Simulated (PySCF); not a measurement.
A small calculation by hand: dipole moment from atomic charges

AlClH4O2Si, SMILES [OH][Al]([OH])[SiH2]Cl. Atoms are numbered in the order given.

```xyz
9

Si    -1.2958    -0.4121    -0.1810
Cl    -1.6559     1.6640    -0.2385
Al     1.1094    -0.6232     0.1581
O      1.7630    -2.1922     0.2650
O      2.1442     0.7284     0.2900
H     -1.8021    -0.9830    -1.4605
H     -2.1364    -0.9756     0.9123
H      2.6972    -2.3949     0.3956
H      1.8530     1.6472     0.2456
```
Charge 0, spin multiplicity 1.

Geometry optimised at TPSSh-D3(BJ)/def2-SVP. The structure was generated by enumeration; whether it is a known compound was not checked. The values are those of a single conformer.

Charges (e) from B3LYP/def2-TZVP (PySCF):

```
atom  ESP fit  Mulliken
----  -------  --------
Si1    -0.066     0.196
Cl2    -0.171    -0.283
Al3     0.966     0.626
O4     -0.812    -0.555
O5     -0.782    -0.544
H6      0.013    -0.036
H7      0.016    -0.036
H8      0.443     0.315
H9      0.392     0.318
```

The dipole moment of the full density is 0.97 D.

### Question
What dipole moment does each set of point charges give, and which comes closer to that of the density?

### Answer

μ = Σ q r, and 1 e Å = 4.8032 D.
ESP fit: Σ q r = (0.196, -0.093, 0.031) e Å, |μ| = 1.05 D.
Mulliken: Σ q r = (0.345, -0.281, 0.049) e Å, |μ| = 2.15 D.
ESP fit comes closer in size. Point charges leave out the atoms' own dipoles (lone pairs, polarised bonds); fits to the potential absorb them, partitions of the density don't.
